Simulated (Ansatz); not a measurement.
**Molecular dynamics, step by step**

H2TeO (SMILES O[TeH]), singlet, PBE0-D4/def2-SVP (Ansatz 0.2.0). Settings (timestep in fs, temperature in K, friction in 1/fs; T counts 12 degrees of freedom, while the starting velocities carry no drift of the centre of mass, so T starts below the set value):

```yaml
hamiltonian: {xc: pbe0, dispersion: d4}
md: {n_steps: 80, timestep: 0.25, temperature: 1500, ensemble: nvt_langevin, seed: 656, friction: 0.002, initial_velocities: maxwell_boltzmann}
```

Start (the SMILES describes the start alone):

```
4
angstrom
O -0.4707 -0.6816 0.6274
Te 0.4374 1.0467 0.2393
H 0.1131 -1.4212 0.4591
H -0.0798 1.0561 -1.3258
```

| step | time (fs) | potential energy less the start (meV) | kinetic energy (meV) | T (K) |
| --- | --- | --- | --- | --- |
| 0 | 0.00 | 0.0 | 581.7 | 1125 |
| 5 | 1.25 | 52.6 | 541.2 | 1047 |
| 10 | 2.50 | 62.4 | 478.2 | 925 |
| 15 | 3.75 | 66.9 | 412.9 | 798 |
| 20 | 5.00 | 131.2 | 364.8 | 706 |
| 25 | 6.25 | 178.0 | 315.8 | 611 |
| 30 | 7.50 | 170.9 | 314.7 | 609 |
| 35 | 8.75 | 180.9 | 305.0 | 590 |
| 40 | 10.00 | 224.6 | 263.1 | 509 |
| 45 | 11.25 | 224.9 | 274.9 | 532 |
| 50 | 12.50 | 226.8 | 258.6 | 500 |
| 55 | 13.75 | 273.8 | 229.2 | 443 |
| 60 | 15.00 | 309.3 | 217.6 | 421 |
| 65 | 16.25 | 300.0 | 242.5 | 469 |
| 70 | 17.50 | 302.8 | 235.2 | 455 |
| 75 | 18.75 | 331.9 | 195.7 | 378 |
| 80 | 20.00 | 327.9 | 191.0 | 369 |

Step 10, positions (Å) and forces (eV/Å):

| atom | x | y | z | Fx | Fy | Fz |
| --- | --- | --- | --- | --- | --- | --- |
| O1 | -0.482 | -0.716 | 0.647 | -1.131 | 1.834 | 0.234 |
| Te2 | 0.440 | 1.052 | 0.235 | -0.169 | -0.955 | 0.441 |
| H3 | 0.090 | -1.456 | 0.602 | 1.359 | -0.983 | -0.263 |
| H4 | -0.161 | 1.078 | -1.299 | -0.059 | 0.105 | -0.412 |

Step 45, positions (Å) and forces (eV/Å):

```json
{"atom": "O1", "x": "-0.517", "y": "-0.790", "z": "0.727", "Fx": "-0.352", "Fy": "2.602", "Fz": "-0.526"}
{"atom": "Te2", "x": "0.448", "y": "1.063", "z": "0.226", "Fx": "-1.007", "Fy": "-1.829", "Fz": "0.343"}
{"atom": "H3", "x": "0.169", "y": "-1.414", "z": "0.900", "Fx": "1.191", "Fy": "-0.754", "Fz": "0.066"}
{"atom": "H4", "x": "-0.420", "y": "1.168", "z": "-1.206", "Fx": "0.167", "Fy": "-0.020", "Fz": "0.118"}
```

Step 70, positions (Å) and forces (eV/Å):

| atom | x | y | z | Fx | Fy | Fz |
| --- | --- | --- | --- | --- | --- | --- |
| O1 | -0.525 | -0.800 | 0.797 | 0.732 | 2.278 | -0.555 |
| Te2 | 0.454 | 1.064 | 0.227 | -0.847 | -1.778 | 0.910 |
| H3 | 0.271 | -1.296 | 0.992 | 0.323 | -0.529 | 0.047 |
| H4 | -0.541 | 1.230 | -1.067 | -0.209 | 0.029 | -0.402 |

Last step (80):

```
4
angstrom
O -0.5188 -0.7911 0.8230
Te 0.4550 1.0631 0.2279
H 0.2895 -1.2373 1.0190
H -0.6066 1.2599 -1.0586
```

Hardware: 2 CPU threads of an Arm Neoverse V1, shared host. Wall time about 63 s.
